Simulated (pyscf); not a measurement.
PySCF, gas phase, ωB97X-D3(BJ)/def2-SVP geometries. MP2 and CC: frozen core, UHF for open shells. ΔMP2 is the change of the MP2 total energy from the triple- to the quadruple-zeta basis. Singlets are restricted, triplets unrestricted.

Singlet (Å):
```xyz
7

Si     0.1109     1.9247    -0.5673
O      0.4639     0.3434    -0.1833
Si    -0.3018    -1.1145     0.1147
H     -1.4312     1.7795    -0.6236
H      0.2030    -2.1282    -0.8502
H      0.0117    -1.5478     1.5034
H     -1.7754    -0.9483    -0.0454
```

Triplet (Å):
```xyz
7

Si     0.4728    -1.0209    -1.2292
O     -0.3555     0.1939    -0.4466
Si    -0.1623     1.2204     0.8542
H     -0.1968    -2.3634    -1.2066
H      0.7242     0.5917     1.8758
H      0.4445     2.5018     0.3981
H     -1.5040     1.4848     1.4381
```

Problem. For these two minima of :HSi–O–SiH₃, which spin state lies lower at CCSD(T)/def2-TZVPP + ΔMP2(QZVPP), and by how much (electronic energies)?

Solution. The singlet, by 1.68 eV. Zero-point energy shifts E(triplet) − E(singlet) by -0.01 eV. Other isomers of :HSi–O–SiH₃ [singlet] were not searched in full and may lie lower. 

E(triplet) − E(singlet) by level (eV):

```
level                               gap
--------------------------------  -----
ωB97X-D3(BJ)/def2-TZVP            +1.70
PBE/def2-TZVP                     +1.47
r²SCAN/def2-TZVP                  +1.24
B3LYP-D3(BJ)/def2-TZVP            +1.64
PBE0-D3(BJ)/def2-TZVP             +1.42
M06-2X/def2-TZVP                  +1.59
ωB97M-D3(BJ)/def2-TZVP            +1.88
HF/def2-TZVP                      +0.89
MP2/def2-QZVPP                    +1.56
CCSD/def2-TZVPP                   +1.62
CCSD(T)/def2-TZVPP                +1.65
CCSD(T)/def2-TZVPP + ΔMP2(QZVPP)  +1.68
```

The triplet is the lowest one reached from the SCF start used. The CCSD(T) − MP2 part came from Ansatz, without density fitting, on the same reference.
